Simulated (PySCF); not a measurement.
Work out the structure from these simulated measurements.

Formula: C7H11FOSi.

| Property | Result |
| --- | --- |
| Rotational structure | rotational constants A, B, C: 1.363, 0.768, 0.540 GHz [GFN2-xTB] |
| 1H NMR | chemical shifts (computed TMS as zero) by class: 4.79 (1 H), 2.79 (1 H), 2.35 (3 H), 2.14 (3 H), 1.40 (3 H) ppm [GIAO PBE0/pcSseg-1] |
| NMR, other nuclei | isotropic shieldings of nuclei other than C and H, by class: -328 (1 O), 369 (1 F), 363 (1 Si) ppm [GIAO PBE0/pcSseg-1] |
| 13C NMR | chemical shifts (computed TMS as zero) by class: 211.8 (1 C), 117.2 (1 C), 84.5 (1 C), 47.3 (1 C), 35.3 (1 C), 11.7 (1 C), 5.7 (1 C) ppm [GIAO PBE0/pcSseg-1] |
| Dipole | 3.78 D [PBE0/pcSseg-1] |

The electronic properties come from PySCF, for the isolated species, density fitting. Levels stand in brackets. Geometry: GFN2-xTB, one conformer, isolated molecule. GFN2-xTB frequencies show an imaginary mode (42i cm⁻¹), so this geometry is no minimum at that level. NMR values are class means; diastereotopic atoms form classes of their own.

Problem. What is the compound? Reason from the data.

Solution. Numbering: `[CH3:1][C:2]#[C:3][Si@@H:4]([F:5])[C@H:6]([CH3:7])[C:8]([CH3:9])=[O:10]`. Its formula, C7H11FOSi, gives 3 degrees of unsaturation: 0 rings and 3 π bonds in the structure found. 7 carbons fall into 7 classes; from least to most shielded: ketone carbonyl carbon [C8] (211.8 ppm), alkyne carbon [C2] (117.2 ppm), alkyne carbon [C3] (84.5 ppm), sp3 carbon bound to silicon [C6] (47.3 ppm), methyl carbon next to a carbonyl [C9] (35.3 ppm), methyl carbon [C7] (11.7 ppm), propargylic carbon [C1] (5.7 ppm). Hydrogen classes from least to most shielded: 1 H on a fluorine-bound silicon, Si4 (4.79 ppm), 1 H on an sp3 carbon bound to silicon, C6 (2.79 ppm), 3 H on a methyl carbon next to a carbonyl, C9 (2.35 ppm, a mean of values up to 1.1 ppm apart in this geometry), 3 H on a propargylic carbon, C1 (2.14 ppm), 3 H on a methyl carbon, C7 (1.40 ppm, a mean of values up to 0.7 ppm apart in this geometry). The other shieldings belong to: -328 ppm, ketone oxygen [O10]; 369 ppm, silicon-bound fluorine [F5]; 363 ppm, fluorine-bound silicon [Si4]. The optimised geometry has point group C1 and is an asymmetric top. Structure: `CC#C[Si@@H](F)[C@H](C)C(C)=O`. Computed isomers that give other values at the same levels: `C=C(/C=C\O/C=C/F)[SiH2]C` (13C chemical shifts (computed TMS as zero) by class: 148.0 (1 C), 147.8 (1 C), 145.2 (1 C), 142.3 (1 C), 135.6 (1 C), 126.5 (1 C), -6.2 (1 C) ppm); `C#C[Si@H]1[C@H](F)[C@@H]1OC(C)C` (13C chemical shifts (computed TMS as zero) by class: 103.1 (1 C), 83.9 (1 C), 82.4 (1 C), 80.4 (1 C), 65.1 (1 C), 26.0 (1 C), 24.7 (1 C) ppm); `C=CCC1=C(F)[Si@@H](OC)C1` (13C chemical shifts (computed TMS as zero) by class: 170.7 (1 C), 144.3 (1 C), 144.0 (1 C), 123.2 (1 C), 54.2 (1 C), 39.3 (1 C), 17.0 (1 C) ppm). The assignments are read from this structure; whether some other isomer fits the data as well wasn't checked. The mirror image fits equally.

Conformer computed: `[CH3:1][C:2]#[C:3][Si@@H:4]([F:5])[C@H:6]([CH3:7])[C:8]([CH3:9])=[O:10]`: C3–Si4–C6–C7 -178°, Si4–C6–C8–C9 -92°.
